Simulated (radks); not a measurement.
Excited configurations of Hf: one electron is placed in a higher orbital outside [Xe] 4f14 5d1 6s2. The ground configuration is [Xe] 4f14 5d2 6s2. Calculated with a radial shooting solver on a logarithmic mesh with Libxc functionals: scalar-relativistic Kohn-Sham, PBE, spin-polarised, spherical densities, point nucleus; open shells are filled with parallel spins first (spin-orbit coupling, left out, can overturn this in heavy ions). Excitation = E - E(ground); binding = E(ion) - E, where the ion is the core of charge +1; n* = 1/sqrt(2 binding) in atomic units, and the quantum defect is n - n*.

[
 {"outer orbital": "5f", "excitation (eV)": "5.892", "binding (eV)": "0.977", "n*": "3.731", "quantum defect": "1.269", "eigenvalue (eV)": "-0.472", "<r> (bohr)": "16.25"},
 {"outer orbital": "6d", "excitation (eV)": "5.210", "binding (eV)": "1.660", "n*": "2.863", "quantum defect": "3.137", "eigenvalue (eV)": "-0.805", "<r> (bohr)": "10.23"},
 {"outer orbital": "6f", "excitation (eV)": "6.179", "binding (eV)": "0.690", "n*": "4.440", "quantum defect": "1.560", "eigenvalue (eV)": "-0.405", "<r> (bohr)": "27.47"},
 {"outer orbital": "7s", "excitation (eV)": "4.280", "binding (eV)": "2.589", "n*": "2.292", "quantum defect": "4.708", "eigenvalue (eV)": "-1.603", "<r> (bohr)": "8.587"},
 {"outer orbital": "7d", "excitation (eV)": "5.816", "binding (eV)": "1.054", "n*": "3.593", "quantum defect": "3.407", "eigenvalue (eV)": "-0.612", "<r> (bohr)": "19.05"},
 {"outer orbital": "7f", "excitation (eV)": "6.359", "binding (eV)": "0.510", "n*": "5.164", "quantum defect": "1.836", "eigenvalue (eV)": "-0.323", "<r> (bohr)": "40.97"}
]

The Delta-SCF ionisation energy is 6.870 eV (NIST Atomic Spectra Database: 6.825 eV, measured). Self-interaction in the functional shifts the binding energies and quantum defects, so they are the method's values and not measured ones. Open shells are spherical and high-spin; term and fine-structure splittings are not resolved. Spin-orbit splitting is averaged out at the scalar-relativistic level.
